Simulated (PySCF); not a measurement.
A structure optimised at PBE0-D3(BJ)/def2-SVP, used in a PySCF frequency run:

```xyz
13

C      1.6197    -1.5096     0.3692
C      1.9096    -0.4032    -0.3226
O      1.2528     0.7703    -0.2785
Si    -0.2420     1.0423     0.4643
Si    -1.8704    -0.4356    -0.3745
H      0.7961    -1.5599     1.0874
H      2.2295    -2.4038     0.2358
H      2.7561    -0.3691    -1.0177
H     -0.5695     2.4533     0.1215
H     -0.1180     0.9118     1.9500
H     -3.2150     0.1952    -0.1873
H     -1.6402    -0.6575    -1.8342
H     -1.8640    -1.7495     0.3363
```

Question: Write its SMILES and formula.

Answer: C=CO[SiH2][SiH3], C2H8OSi2

Question: What are its rotational constants (standard atomic weights)?

Answer: 4.3771, 1.9918, 1.5481 GHz
